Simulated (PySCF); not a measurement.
C₆H₇BO₃, SMILES OB(O)c1ccccc1O, GFN2-xTB optimised geometry.

```
17

O     -2.35    -1.94    -0.65
B     -1.22    -1.82     0.08
O     -0.85    -2.89     0.85
C     -0.39    -0.48     0.00
C     -1.03     0.76    -0.04
C     -0.32     1.94    -0.04
C      1.06     1.92    -0.01
C      1.73     0.71     0.00
C      1.01    -0.48     0.00
O      1.73    -1.64    -0.01
H     -2.81    -2.77    -0.53
H     -0.12    -2.75     1.46
H     -2.11     0.77    -0.05
H     -0.85     2.89    -0.06
H      1.62     2.84    -0.01
H      2.81     0.66     0.01
H      1.14    -2.39    -0.17
```

Density from B3LYP/def2-SVP (PySCF) at that geometry.

Minimum of the electron density along straight lines between bonded atoms, close to the bond critical point (lines longer than 1.1 times the sum of covalent radii, or with two minima, are not listed):

```tsv
bond	length / Å	ρ at the minimum / e bohr⁻³	∇²ρ there / e bohr⁻⁵	position (fraction from the first atom)
O1–B2	1.345	0.211	1.18	0.67
B2–O3	1.372	?	1.07	0.33
B2–C4	1.581	?	?	0.33
C4–C5	1.395	0.306	-0.76	0.50
C5–C6	1.381	0.316	-0.82	0.50
C6–C7	1.386	0.313	-0.81	0.50
C7–C8	1.380	0.315	-0.82	0.50
C4–C9	1.401	0.306	-0.77	0.48
C8–C9	1.390	0.315	-0.83	0.48
C9–O10	1.368	0.282	-0.34	0.34
O1–H11	0.958	0.357	-2.37	0.81
O3–H12	0.957	0.358	-2.42	0.82
C5–H13	1.079	0.286	-1.10	0.63
C6–H14	1.080	0.283	-1.07	0.63
C7–H15	1.080	0.284	-1.09	0.63
C8–H16	1.079	0.284	-1.08	0.63
O10–H17	0.965	0.356	-2.27	0.81
```

Question: Complete the blanks.

Answer: 
- B2–O3, ρ at the minimum / e bohr⁻³: 0.195
- B2–C4, ρ at the minimum / e bohr⁻³: 0.183
- B2–C4, ∇²ρ there / e bohr⁻⁵: -0.22
